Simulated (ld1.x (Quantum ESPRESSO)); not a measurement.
# What the settings do to the PAW potential of osmium

Base potential:

* Element: Os (Z = 76)
* Generator: ld1.x (Quantum ESPRESSO) 7.5
* Type: PAW
* Functional: LDA (PZ)
* Relativity: fully relativistic
* Frozen core: [Kr] 4d10 4f14 5s2
* Valence charge: 14
* Reference configuration: 5p6 5d6 6s2 6p0
* Partial waves: 6s (bound): rcut 2.15, rcutus 2.25 bohr; 6s channel at -0.05 Ry: rcut 2.15, rcutus 2.25 bohr; 5p (bound): rcut 1.55, rcutus 1.95 bohr; 6p (bound, empty): rcut 1.55, rcutus 1.95 bohr; 5d (bound): rcut 1.90, rcutus 2.10 bohr; 5d channel at 1.65 Ry: rcut 1.90, rcutus 2.10 bohr
* Local potential: all-electron potential smoothed inside 1.55 bohr (lloc = -1)
* Core correction: Bessel-smoothed model core inside 1.55 bohr
* Augmentation charge: BESSEL, radius 1.60 bohr

Open shells are filled in proportion to 2j + 1 (rel_dist='average').

Cutoffs, loose and tight: the cutoffs (Ry, on a coarse ladder) from which the occupation-weighted sum of valence levels, in a spherical-Bessel basis at the reference potential, stays within 10 and 1 mRy of its value at 400 Ry. They do not see the model core or the augmentation charge, which bear on the density cutoff. Test errors are all-electron minus pseudo excitation energies from the reference, over the configurations 5p6 5d6 6s1 6p0; 5p6 5d6 6s0 6p0; 5p6 5d5 6s0 6p0; 5p6 5d5 6s2 6p0; 5p6 5d7 6s1 6p0; 5p5 5d6 6s2 6p0; 5p6 5d6 6s0 6p2. A dash means not determined; rows that change the core or the reference have their own tests. The largest error is taken over the tests solved by every variant that gives reliable tests at all: 5p6 5d5 6s0 6p0; 5p6 5d5 6s2 6p0; 5p6 5d6 6s0 6p0; 5p6 5d6 6s1 6p0; 5p6 5d7 6s1 6p0.

Cutoffs are not given where the Bessel-basis levels miss the radial ones by over 6 mRy, ghosts where they miss by over 20 mRy; a channel whose overlap is not positive is not tested.

| change | outcome | bound ghosts | largest test error (meV) |
| --- | --- | --- | --- |
| base | generated | not determined | +16 |
| wave 5d channel at 1.65 Ry: rcut 1.90, rcutus 2.10 bohr becomes 5d channel at -0.36 Ry: rcut 1.90, rcutus 2.10 bohr | generated | not determined | +7.3 |
| wave 5d channel at 1.65 Ry: rcut 1.90, rcutus 2.10 bohr becomes 5d channel at -0.28 Ry: rcut 1.90, rcutus 2.10 bohr | generated | not determined | +6.7 |
| wave 5d channel at 1.65 Ry: rcut 1.90, rcutus 2.10 bohr becomes 5d channel at -0.12 Ry: rcut 1.90, rcutus 2.10 bohr | generated | not determined | +5.7 |
| wave 5d channel at 1.65 Ry: rcut 1.90, rcutus 2.10 bohr becomes 5d channel at 0.09 Ry: rcut 1.90, rcutus 2.10 bohr | generated | not determined | +4.8 |
| wave 5d channel at 1.65 Ry: rcut 1.90, rcutus 2.10 bohr becomes 5d channel at 0.34 Ry: rcut 1.90, rcutus 2.10 bohr | generated | not determined | +6.4 |
| wave 5d channel at 1.65 Ry: rcut 1.90, rcutus 2.10 bohr becomes 5d channel at 1.08 Ry: rcut 1.90, rcutus 2.10 bohr | generated | not determined | +19 |
| wave 5d channel at 1.65 Ry: rcut 1.90, rcutus 2.10 bohr becomes 5d channel at 1.9 Ry: rcut 1.90, rcutus 2.10 bohr | generated | not determined | +18 |
| wave 5d channel at 1.65 Ry: rcut 1.90, rcutus 2.10 bohr becomes 5d channel at 3.46 Ry: rcut 1.90, rcutus 2.10 bohr | generated | not determined | +15 |

What comes out with this change to the base: wave 5d channel at 1.65 Ry: rcut 1.90, rcutus 2.10 bohr becomes 5d channel at 6.29 Ry: rcut 1.90, rcutus 2.10 bohr?

outcome: generated; bound ghosts: not determined; largest test error (meV): +10.
